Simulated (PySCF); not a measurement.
An unknown gives this computed stick spectrum. Level of theory: TDDFT CAM-B3LYP/def2-SVPD, vertical, gas phase, core orbitals frozen in the response in PySCF. Geometries: PBE0-D3(BJ)/def2-SVP, one conformer each.

```csv
state,E (eV),f
S1,6.90,0.135
S2,7.05,0.294
S3,7.75,0.027
S4,7.80,0.0060
S5,7.83,0.0004
S6,8.07,0.092
S7,8.38,0.0098
S8,8.43,0.0074
S9,8.53,0.0096
S10,8.65,0.020
```

Triplets computed (Tamm–Dancoff): 4.31, 6.81, 7.46, 7.59 eV.

Orbital energies (eV): HOMO-3 -10.84, HOMO-2 -10.44, HOMO-1 -10.05, HOMO -8.39, LUMO 1.21, LUMO+1 1.42, LUMO+2 1.83.

Question: Which candidate is it? All have the formula C8H13F.
A. `F[C@@]12CCC[C@@H](CC1)C2`
B. `C=C1CCC[C@H](CF)C1`
C. `FC12CCC(CC1)CC2`

Answer: B. Its S1, at 6.90 eV, is the lowest among the candidates; the nearest of the others has S1 at 7.91 eV. S1 is HOMO→LUMO (75%), HOMO→LUMO+2 (12%). Löwdin shares by element: HOMO carbon 79% or more (atoms not listed hold the other 21%); LUMO carbon 36% or more, hydrogen 7% or more (atoms not listed hold the other 57%). At the same level the other candidates give, for their lowest levels:
- `F[C@@]12CCC[C@@H](CC1)C2`: 8.25 eV (f 0.001); 8.50 eV (f 0.005); 8.59 eV (f 0.007); 8.74 eV (f 0.011); 8.88 eV (f 0.034); T1 8.05 eV; HOMO -9.78, LUMO 1.20 eV
- `FC12CCC(CC1)CC2`: 7.91 eV (f 0.002 summed over 2 states); 8.60 eV (f 0.000); 8.70 eV (f 0.006); 8.83 eV (f 0.109 summed over 2 states); 8.86 eV (f 0.016 summed over 2 states); T1 7.72 eV; HOMO -9.57, LUMO 1.13 eV
